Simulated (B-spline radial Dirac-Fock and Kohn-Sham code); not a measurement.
Dipole and non-dipole photoemission parameters of Tl 5d3/2

System: the Tl atom, configuration [Xe] 4f14 5d10 6s2 6p1; threshold 21.64 eV (orbital energy of the model). These are calculated numbers from an atomic code on a B-spline grid; the model is Dirac-Hartree-Slater photoionisation with a Latter tail; cross sections with all multipoles, angular parameters from the dipole term and its interference with E2.

Input file task.json (cfg lists n, l and occupation; rrms is the nuclear radius in fm):

```json
{"items": [{
  "Z": 81,
  "q": 0,
  "cfg": [[1, 0, 2], [2, 0, 2], [2, 1, 6], [3, 0, 2], [3, 1, 6], [3, 2, 10], [4, 0, 2], [4, 1, 6], [4, 2, 10], [4, 3, 14], [5, 0, 2], [5, 1, 6], [5, 2, 10], [6, 0, 2], [6, 1, 1]],
  "A": 205,
  "rrms": 5.4759,
  "do": "xps",
  "hv": [52.2, 60, 81.3, 82.2, 106.0, 115.0, 135.0, 145.0, 150, 163.0, 275.0, 300, 373.0, 400, 456.0, 479.0, 585.0, 944.0, 1040.0, 1253.6, 1486.9, 2360.0, 4720.0, 5510.0, 5820.0, 6120.0, 8047.8, 10000.0, 11500.0, 12000],
  "edges": {"K": 85530.0, "L1": 15347.0, "L2": 14698.0, "L3": 12658.0, "M1": 3704.0, "M2": 3416.0, "M3": 2957.0, "M4": 2485.0, "M5": 2389.0, "N1": 846.2, "N2": 720.5, "N3": 609.5, "N4": 405.7, "N5": 385.0, "N6": 122.2, "N7": 117.8, "O1": 136.0, "O2": 94.6, "O3": 73.5}
}]}
```

Command: `python xray2_run.py task.json out`

```
hν (eV)  σ (kb)       β       γ       δ
   52.2   13500   0.529  -0.004   0.005
     60    9060   0.722  -0.005   0.006
   81.3    3100   1.185   0.006   0.013
   82.2    2960   1.203   0.007   0.013
    106    1010   1.619   0.074   0.019
    115     696   1.746   0.122   0.020
    135     329   1.942   0.261   0.012
    145     233   1.973   0.336   0.003
    150     198   1.965   0.373  -0.002
    163     133   1.855   0.451  -0.017
    275    43.0  -0.696  -0.098   0.053
    300    44.4  -0.644  -0.100   0.070
    373    47.9  -0.247   0.024   0.076
    400    48.3  -0.108   0.071   0.071
    456    47.7   0.134   0.143   0.059
    479    47.1   0.217   0.163   0.053
    585    42.8   0.511   0.204   0.031
    944    26.7   0.989   0.101   0.001
   1040    23.5   1.058   0.067   0.000
 1253.6    17.8   1.168   0.008   0.000
 1486.9    13.5   1.249  -0.029   0.003
   2360    5.60   1.384   0.009   0.021
   4720    1.09   1.408   0.497   0.061
   5510   0.721   1.389   0.667   0.073
   5820   0.621   1.380   0.731   0.078
   6120   0.540   1.372   0.792   0.082
 8047.8   0.246   1.312   1.143   0.111
  10000   0.128   1.252   1.441   0.141
  11500       ?       ?       ?       ?
  12000  0.0724   1.193   1.697   0.171
```

Q: Give the values at 11500 eV.

A: σ = 0.0828 kb, β = 1.207, γ = 1.638, δ = 0.164.
